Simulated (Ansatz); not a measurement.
Cost and result up the ladder for Mg3Te3 (6 atoms). Total charge 0; singlet. Geometry: PBE0-D4/def2-SVP.

Cartesian coordinates in Å:
```
Mg -0.6248 1.5332 -0.0374
Mg 0.1947 -2.1151 1.2763
Mg -0.1346 -1.1587 -1.3548
Te 0.7261 0.6345 2.2267
Te 2.0346 0.6195 -0.2550
Te -2.1959 0.4866 -1.8558
```

Ansatz on 4 threads of Arm Neoverse V2 on a shared host. Times are rough, and most runs start from the orbitals of an earlier one. No level here is sound enough to serve as a yardstick. Binding counts from free atoms at the same level (Mg singlet, Te triplet; other spins of the atoms weren't run), without zero-point energy or a counterpoise term.

In the def2 sets Te takes a core potential; there is no spin–orbit coupling. LC-ωPBE has ω = 0.4 bohr⁻¹. Correlated methods freeze 15 core orbitals; core or outer-core shells of Mg, Te are correlated, in sets that lack core-valence functions. The rows differ in basis, and correlated rows in double-zeta sets carry the largest basis error. Another isomer (singlet) lies 1.98 eV lower at PBE0-D4/def2-TZVP; other spin states weren't run for this one.

Correlated methods converge slowly with the basis, most of all in double-zeta sets.

| level | functions | wall time | binding energy per atom (eV) | remarks |
| --- | --- | --- | --- | --- |
| PBE-D4/def2-TZVP (with forces) | 246 | 5.5 s | 1.87 | restricted SCF unstable in HF |
| LC-ωPBE/def2-TZVP | 246 | 6.5 s | 1.71 | restricted SCF unstable in HF |
| PBE0-D4/def2-TZVP | 246 | 8.5 s | 1.83 | restricted SCF unstable in HF |
| r2SCAN-D4/def2-TZVP | 246 | 9 s | 1.86 | restricted SCF unstable in HF |
| r2SCANh-D4/def2-TZVP | 246 | 13 s | 1.84 | restricted SCF unstable in HF |
| CCSD(T)/def2-SVP | 132 | 60 s | 1.51 | restricted SCF unstable |
